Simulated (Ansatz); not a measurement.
C₂H₆O₂Si (`COC1O[SiH2]1`) from Hartree–Fock to CCSD(T)

```xyz
11

C    -0.691    1.348   -1.098
O    -0.022    0.104   -0.995
C    -0.243   -0.522    0.199
O     0.451    0.083    1.345
Si    1.093   -1.421    1.030
H    -0.317    2.057   -0.354
H    -0.499    1.732   -2.098
H    -1.772    1.219   -0.960
H    -1.304   -0.656    0.431
H     0.849   -2.473    2.043
H     2.454   -1.470    0.457
```

Charge 0, multiplicity 1. The structure was optimised at the PBE0-D4/def2-TZVP level. It is one conformer, not always the lowest. Frozen core, restricted reference, Ansatz. CBS rows extrapolate triple and quadruple zeta; past MP2 they add the triple-zeta difference.

```tsv
basis	HF (Eh)	MP2 corr.
def2-SVP	-517.56520	-0.74107
def2-TZVPP	-517.95028	-0.93072
def2-QZVPP	-517.97052	-0.99941
```

Problem. Estimate the CCSD correlation energy and the (T) correction in each basis where they were run (hartree).

Solution. 
```json
{"basis": "def2-SVP", "CCSD corr.": "-0.78626", "(T)": "-0.02295"}
{"basis": "def2-TZVPP", "CCSD corr.": "-0.96402", "(T)": "-0.03918"}
{"basis": "CBS(def2)", "CCSD corr.": "-1.08360", "(T)": "as TZ"}
```
